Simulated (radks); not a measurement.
Q: These are the eigenvalues of the occupied orbitals of an atom or ion with whole-number occupations (hartree). All-electron calculation, Dirac Kohn-Sham, LDA (Slater exchange, Perdew-Wang correlation), spin-unpolarised, spherical densities, point nucleus. Program: a radial shooting solver on a logarithmic mesh with Libxc functionals.

| orbital | eigenvalue |
|---|---|
| 1s1/2 | -2035.934 |
| 2s1/2 | -340.8226 |
| 2p1/2 | -324.5151 |
| 2p3/2 | -293.0575 |
| 3s1/2 | -76.49410 |
| 3p1/2 | -69.34684 |
| 3p3/2 | -62.77883 |
| 3d3/2 | -50.48659 |
| 3d5/2 | -49.05021 |
| 4s1/2 | -15.50232 |
| 4p1/2 | -12.66608 |
| 4p3/2 | -11.18650 |
| 4d3/2 | -6.51044 |
| 4d5/2 | -6.24213 |
| 5s1/2 | -2.38125 |
| 5p1/2 | -1.61397 |
| 5p3/2 | -1.42625 |
| 4f5/2 | -0.66267 |
| 4f7/2 | -0.62661 |

Which element is it, and in what charge state? The configuration may be excited. Open shells, if any, fill j = l - 1/2 first.

A: Z = 67, holmium, charge +2: Ho2+ in [Xe] 4f11. The list shows which subshells hold electrons but not how many an open one holds; the 1s level, -2035.9 hartree, gives Z - s = 63.8 by -(Z - s)^2/2, which with screening and relativity narrows Z to a few neighbours, and the depths of the outer levels then fix element, charge and occupations together.
